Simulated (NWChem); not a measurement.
System meant: CH7FSi2; SMILES C[SiH2][SiH2]F

Here is an NWChem input.

```
start job
memory heap 200 mb stack 900 mb global 1100 mb
geometry units angstroms noautoz
  Si     0.387365     1.226513    -0.266825
  F     -0.897304     1.940093     0.430601
  Si     0.490234    -1.054632     0.283132
  C     -1.011882    -2.046566    -0.310241
  H      0.266369     1.412480    -1.742051
  H      1.615589     1.936342     0.191831
  H      1.735653    -1.578924    -0.355212
  H      0.655973    -1.203511     1.758158
  H     -1.126798    -1.979532    -1.397536
  H     -1.934230    -1.677491     0.150918
  H     -0.901788    -3.104204    -0.046445
end
basis spherical
  * library def2-svp
end
dft
  odft
  mult 2
  xc b3lyp
  iterations 150
  mulliken
end
task dft energy
```

End of the output:

```
 Summary of "ao basis" -> "" (spherical)
 ------------------------------------------------------------------------------
       Tag                 Description            Shells   Functions and Types
 ---------------- ------------------------------  ------  ---------------------
 *                          def2-svp                  on all atoms

                                 NWChem DFT Module
                                 -----------------

 Summary of "ao basis" -> "ao basis" (spherical)
 ------------------------------------------------------------------------------
       Tag                 Description            Shells   Functions and Types
 ---------------- ------------------------------  ------  ---------------------
 Si                         def2-svp                 8       18   4s3p1d
 F                          def2-svp                 6       14   3s2p1d
 C                          def2-svp                 6       14   3s2p1d
 H                          def2-svp                 3        5   2s1p

 Summary of "ao basis" -> "ao basis" (spherical)
 ------------------------------------------------------------------------------
       Tag                 Description            Shells   Functions and Types
 ---------------- ------------------------------  ------  ---------------------
 Si                         def2-svp                 8       18   4s3p1d
 F                          def2-svp                 6       14   3s2p1d
 C                          def2-svp                 6       14   3s2p1d
 H                          def2-svp                 3        5   2s1p

  number of electrons :                   50
  multiplicity        :                    2
 ------------------------------------------------------------------------
  no. of electrons and multiplicity not compatible                  50
 ------------------------------------------------------------------------
 ------------------------------------------------------------------------
  current input line :
    26: task dft energy
 ------------------------------------------------------------------------
 ------------------------------------------------------------------------
 There is an error in the input file
 ------------------------------------------------------------------------
 For more information see the NWChem manual at https://nwchemgit.github.io

0: no. of electrons and multiplicity not compatible:Received an Error in Communication
```

### Question
What is wrong, and how is it mended?

### Answer
The program refused the input. Cause: the multiplicity doesn't fit the number of electrons (an even count wants an odd multiplicity, and the reverse). This input runs:
```
start job
memory heap 200 mb stack 900 mb global 1100 mb
geometry units angstroms noautoz
  Si     0.387365     1.226513    -0.266825
  F     -0.897304     1.940093     0.430601
  Si     0.490234    -1.054632     0.283132
  C     -1.011882    -2.046566    -0.310241
  H      0.266369     1.412480    -1.742051
  H      1.615589     1.936342     0.191831
  H      1.735653    -1.578924    -0.355212
  H      0.655973    -1.203511     1.758158
  H     -1.126798    -1.979532    -1.397536
  H     -1.934230    -1.677491     0.150918
  H     -0.901788    -3.104204    -0.046445
end
basis spherical
  * library def2-svp
end
dft
  xc b3lyp
  iterations 150
  mulliken
end
task dft energy
```
It converges to -720.94935 Ha (B3LYP/def2-SVP).
